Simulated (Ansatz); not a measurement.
Mulliken charges of H7NSiSn (`N[SiH2][SnH3]`) from r2SCAN/def2-TZVPP in Ansatz (PBE0-D4/def2-TZVP geometry).

| atom | x (Å) | y (Å) | z (Å) | charge (e) |
| --- | --- | --- | --- | --- |
| N1 | -1.561 | 0.489 | -0.888 | -0.443 |
| Si2 | 0.072 | 0.861 | -0.480 | 0.283 |
| Sn3 | 0.948 | -0.989 | 1.062 | 0.412 |
| H4 | -1.794 | -0.429 | -1.231 | 0.156 |
| H5 | -2.135 | 1.191 | -1.328 | 0.153 |
| H6 | 0.069 | 2.171 | 0.224 | -0.080 |
| H7 | 1.014 | 0.999 | -1.633 | -0.106 |
| H8 | 0.583 | -2.530 | 0.410 | -0.129 |
| H9 | 0.242 | -0.912 | 2.615 | -0.123 |
| H10 | 2.645 | -0.902 | 1.251 | -0.123 |

Problem. By hand: the dipole of these point charges (1 e Å = 4.8032 D).

Solution. Σ q r = (-0.047, 0.005, -0.073) e Å, of length 0.087 e Å = 0.42 D.

Problem. How does the dipole of the full density compare? (Estimate.)

Solution. The calculation gave: (-0.243, 0.060, -0.274) e Å, 1.78 D; the point charges give 0.24 times that, at 11° from its direction.

Point charges leave out the atoms' own dipoles, such as those of lone pairs, and Mulliken's split depends on the basis, so the two needn't agree.
